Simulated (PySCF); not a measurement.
C4H12Ge (SMILES [CH3][Ge]([CH3])([CH3])[CH3]), singlet, geometry from GFN2-xTB. Base run: PBE/STO-3G (PySCF).

Geometry (Å):
```xyz
17

C     -0.2395    -1.0660    -1.6599
Ge     0.0000     0.0000     0.0000
C     -0.0672     1.9365    -0.4409
C     -1.4523    -0.4379     1.2837
C      1.7590    -0.4327     0.8171
H     -1.1957    -0.8462    -2.1254
H     -0.2064    -2.1298    -1.4439
H      0.5441    -0.8434    -2.3782
H      0.0616     2.5407     0.4523
H     -1.0211     2.1976    -0.8896
H      0.7187     2.2004    -1.1424
H     -2.4253    -0.2095     0.8587
H     -1.4359    -1.4930     1.5402
H     -1.3426     0.1336     2.2007
H      1.8196    -1.4878     1.0672
H      2.5700    -0.2014     0.1328
H      1.9129     0.1389     1.7276
```
Charge 0, spin multiplicity 1.
All else is at PySCF's defaults.

Variants of this job, named by their change:

```json
[
 {"change": "base", "basis functions": "50", "E (Eh)": "-2210.25544", "HOMO (eV)": "-1.69", "HOMO-LUMO gap (eV)": "7.63"},
 {"change": "basis = x2c-SVPall; relativity = spin-free X2C", "basis functions": "148", "E (Eh)": "-2257.52019", "HOMO (eV)": "-6.71", "HOMO-LUMO gap (eV)": "7.42"},
 {"change": "basis = x2c-SVPall; relativity = spin-free X2C; nucleus = Gaussian (with mol.nucmod = 'G')", "basis functions": "148", "E (Eh)": "-2257.50985", "HOMO (eV)": "-6.71", "HOMO-LUMO gap (eV)": "7.42"},
 {"change": "basis = ANO-RCC-VDZP; relativity = none", "basis functions": "143", "E (Eh)": "-2223.00990", "HOMO (eV)": "-6.84", "HOMO-LUMO gap (eV)": "6.41"},
 {"change": "basis = x2c-SVPall; relativity = none", "basis functions": "148", "E (Eh)": "-2227.27478", "HOMO (eV)": "-6.77", "HOMO-LUMO gap (eV)": "7.48"},
 {"change": "basis = ANO-RCC-VDZP; relativity = spin-free X2C", "basis functions": "143", "E (Eh)": "-2258.05677", "HOMO (eV)": "-6.79", "HOMO-LUMO gap (eV)": "6.36"},
 {"change": "basis = jorge-DZP-DKH; relativity = spin-free X2C; nucleus = Gaussian (with mol.nucmod = 'G')", "basis functions": "163", "E (Eh)": "-2257.87775", "HOMO (eV)": "-6.80", "HOMO-LUMO gap (eV)": "7.32"},
 {"change": "basis = ANO-RCC-VDZP; relativity = spin-free X2C; nucleus = Gaussian (with mol.nucmod = 'G')", "basis functions": "143", "E (Eh)": "-2258.04341", "HOMO (eV)": "-6.79", "HOMO-LUMO gap (eV)": "6.36"},
 {"change": "basis = jorge-DZP-DKH; relativity = spin-free X2C", "basis functions": "163", "E (Eh)": "-2257.88965", "HOMO (eV)": "-6.80", "HOMO-LUMO gap (eV)": "7.32"},
 {"change": "basis = jorge-DZP-DKH; relativity = none", "basis functions": "163", "E (Eh)": "-2230.99513", "HOMO (eV)": "-6.83", "HOMO-LUMO gap (eV)": "7.36"}
]
```

Total energies compare only within one method and basis.

Basis sets contracted for a relativistic Hamiltonian are a mismatch without it, so the rows without relativity aren't non-relativistic limits. No row has spin-orbit coupling; sets with core potentials leave out the core electrons.
